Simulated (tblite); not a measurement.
C5H14SSi.
Geometry (GFN2-xTB, Å), atoms numbered from 1 in this order:
```
atom  x, y, z in Å
C1    -2.1622   -0.8129   -1.0146
C2    -1.2949    0.2694   -0.3769
C3    -2.0223    0.8842    0.8178
C4     0.0643   -0.2804    0.0746
C5     0.9546   -0.6856   -1.0871
S6     2.5934   -1.2900   -0.5403
Si7    3.5102    0.4925    0.2105
H8    -2.3198   -1.6318   -0.3160
H9    -1.6995   -1.2106   -1.9139
H10   -3.1325   -0.4040   -1.2876
H11   -1.1179    1.0571   -1.1188
H12   -1.4316    1.6825    1.2620
H13   -2.9793    1.2985    0.5089
H14   -2.2058    0.1277    1.5779
H15    0.5770    0.4919    0.6549
H16   -0.0858   -1.1423    0.7286
H17    1.1174    0.1482   -1.7710
H18    0.5312   -1.5218   -1.6405
H19    3.0548    0.7591    1.5721
H20    3.1078    1.5779   -0.6774
H21    4.9316    0.2074    0.1593
```

Level: GFN2-xTB in tblite, geometry and Hessian alike; calculated harmonic values, unscaled, isolated species. The method is semi-empirical: single wavenumbers can be off by several per cent or more. Modes of hydrogen on silicon can be 10 to 20 % off. One conformer, not necessarily the lowest.

Harmonic wavenumbers (cm⁻¹): 27.8, 56.4, 91.3, 112.2, 153.1, 184.4, 205.2, 234.9, 283.9, 373.7, 413.1, 453.2, 514.5, 537.3, 560.5, 740.4, 747.1, 772.8, 782.9, 793.9, 879.5, 942.8, 947.9, 980.9, 996.2, 1077.3, 1083.0, 1148.3, 1184.7, 1202.0, 1230.7, 1266.1, 1303.1, 1339.4, 1353.4, 1410.2, 1423.1, 1453.1, 1484.0, 1497.9, 1501.1, 1505.8, 1512.2, 2282.6, 2300.3, 2377.4, 2921.4, 2955.1, 2967.6, 2983.1, 3011.0, 3027.9, 3029.8, 3033.4, 3035.4, 3039.4, 3047.7.

A = 3339, B = 739.7, C = 640.2 MHz; mass 134.059 u (most abundant isotopes); point group C1, symmetry number 1.

Task: What is the zero-point energy?

Result: ½Σν̃ = 38387 cm⁻¹ = 109.75 kcal/mol.

Task: Give the ideal-gas entropy at 273.15 K and 1 bar in the rigid-rotor, harmonic-oscillator model (classical rotation).

Result: Translation 40.18, rotation 29.44, vibration 31.75: S = 101.4 cal/(mol K).

Task: And Cp and H(273.15 K) − H(0)?

Result: Cp = 38.46 cal/(mol K), of which vibrations give 30.52 (their classical limit is 57 R = 113.3); H(273.15 K) − H(0) = 6.56 kcal/mol without the zero-point energy, 4.39 from vibrations.

Task: Blend soft modes into free rotors: weight 1/[1 + (100 cm⁻¹/ν̃)⁴] for the oscillator and the rest for a rotor with moment μB/(μ + B), μ = h/(8π²ν), B = 10⁻⁴⁴ kg m². What vibrational entropy results?

Result: 28.52 cal/(mol K) in place of 31.75, which changes −T·S at 273.15 K by +0.88 kcal/mol.

Task: Which modes carry the vibrational entropy at 273.15 K?

Result: 27.8 cm⁻¹: 5.81; 56.4 cm⁻¹: 4.41; 91.3 cm⁻¹: 3.46; 112.2 cm⁻¹: 3.06; 153.1 cm⁻¹: 2.47; 184.4 cm⁻¹: 2.12 cal/(mol K); the other 51 give 10.43 together.

Task: How do the functions run with temperature in this model?

Result: 
```
 T (K)  S (cal/(mol K))  Cp (cal/(mol K))  H − H(0) (kcal/mol)  G − H(0) (kcal/mol)  ln q(vib)
    50             61.0              14.6                 0.55                -2.50       0.95
   100             73.1              20.8                 1.44                -5.87       2.54
298.15            104.9              41.1                 7.55               -23.71       8.63
373.15            114.9              48.9                10.93               -31.95      10.81
   500            130.9              60.6                17.90               -47.56      14.42
   750            159.0              77.8                35.35               -83.89      21.21
  1000            183.0              89.4                56.33              -126.72      27.54
```

q(vib) and H(0) count from the zero-point level.

Task: What must be added to the electronic energy to get the Gibbs energy at 273.15 K and 1 bar?

Result: ZPE + [H(273.15 K) − H(0)] − T·S = 109.75 + 6.56 − 27.69 = 88.62 kcal/mol.

Hindered rotation and anharmonicity are outside this model. Other conformers, if any are populated, would add a mixing term that is left out. The structure is chiral; the term R ln 2 for an equal mix with its mirror image is left out.
